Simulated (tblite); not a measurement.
Compound: C6H7N2O (doublet state).
Z-matrix (Å and degrees, GFN2-xTB geometry), rows numbered from 1:
```
C 
N   1  1.2532
C   2  1.3473  1  129.27
C   3  1.3538  2  136.78  1  -114.95
C   4  1.5169  3   95.52  2  -171.09
C   5  1.5385  4  116.23  3  -111.34
N   6  1.3883  5  118.27  4    31.81
C   3  1.4954  2  130.66  1    79.36
O   8  1.1925  3  135.82  2    -8.45
H   1  1.0914  2  124.73  3     6.31
H   1  1.0808  2  117.91  3  -174.65
H   4  1.0732  3  133.17  2    11.77
H   5  1.0929  4  116.43  3   116.07
H   6  1.1079  5  108.46  4   -90.07
H   6  1.1021  5  110.21  4   156.73
H   7  1.0192  6  112.13  5   -14.52
```

Calculated harmonic vibrations of the isolated species, GFN2-xTB (tblite), most abundant isotopes, no scaling. Against measured fundamentals such values can be off by several per cent, at times by over 20. One conformer, not necessarily the lowest. Open shells enter through the occupations alone, without spin polarisation, and single modes of such species can be off by tens of per cent.

Harmonic wavenumbers (cm⁻¹): 38.9, 61.9, 66.7, 159.7, 196.2, 211.2, 239.3, 259.3, 415.5, 498.3, 524.1, 655.0, 674.0, 749.2, 772.3, 791.0, 854.5, 909.6, 950.0, 968.9, 1029.3, 1067.4, 1115.5, 1132.5, 1149.6, 1155.1, 1190.0, 1221.2, 1272.5, 1299.6, 1376.1, 1421.0, 1627.1, 1764.2, 1863.0, 2745.8, 2857.9, 2926.5, 2938.2, 3066.8, 3146.1, 3310.3.

A = 2791, B = 1196, C = 1067 MHz; mass 123.056 u (most abundant isotopes); point group C1, symmetry number 1; spin multiplicity 2.

Problem. Zero-point energy?

Solution. ½Σν̃ = 25336 cm⁻¹ = 72.44 kcal/mol.

Problem. Give the ideal-gas entropy at 350 K and 1 bar in the rigid-rotor, harmonic-oscillator model (classical rotation).

Solution. Translation 41.16, rotation 29.37, vibration 33.58, spin (R ln 2) 1.38: S = 105.5 cal/(mol K).

Problem. And Cp and H(350 K) − H(0)?

Solution. Cp = 39.82 cal/(mol K), of which vibrations give 31.87 (their classical limit is 42 R = 83.5); H(350 K) − H(0) = 8.62 kcal/mol without the zero-point energy, 5.84 from vibrations.

Problem. Blend soft modes into free rotors: weight 1/[1 + (100 cm⁻¹/ν̃)⁴] for the oscillator and the rest for a rotor with moment μB/(μ + B), μ = h/(8π²ν), B = 10⁻⁴⁴ kg m². What vibrational entropy results?

Solution. 29.87 cal/(mol K) in place of 33.58, which changes −T·S at 350 K by +1.30 kcal/mol.

Problem. What must be added to the electronic energy to get the Gibbs energy at 350 K and 1 bar?

Solution. ZPE + [H(350 K) − H(0)] − T·S = 72.44 + 8.62 − 36.92 = 44.14 kcal/mol.

Problem. How do the functions run with temperature in this model?

Solution. 
```csv
T (K),S (cal/(mol K)),Cp (cal/(mol K)),H − H(0) (kcal/mol),G − H(0) (kcal/mol),ln q(vib)
50,60.6,13.7,0.53,-2.50,0.76
100,71.7,18.8,1.35,-5.82,2.14
298.15,99.5,35.3,6.67,-22.99,7.25
373.15,108.1,41.7,9.56,-30.77,9.06
500,121.7,51.0,15.47,-45.36,12.04
750,144.9,63.5,29.91,-78.77,17.62
1000,164.3,71.3,46.83,-117.49,22.74
```

q(vib) and H(0) count from the zero-point level.

Hindered rotation and anharmonicity are outside this model. Other conformers, if any are populated, would add a mixing term that is left out. The structure is chiral; the term R ln 2 for an equal mix with its mirror image is left out.
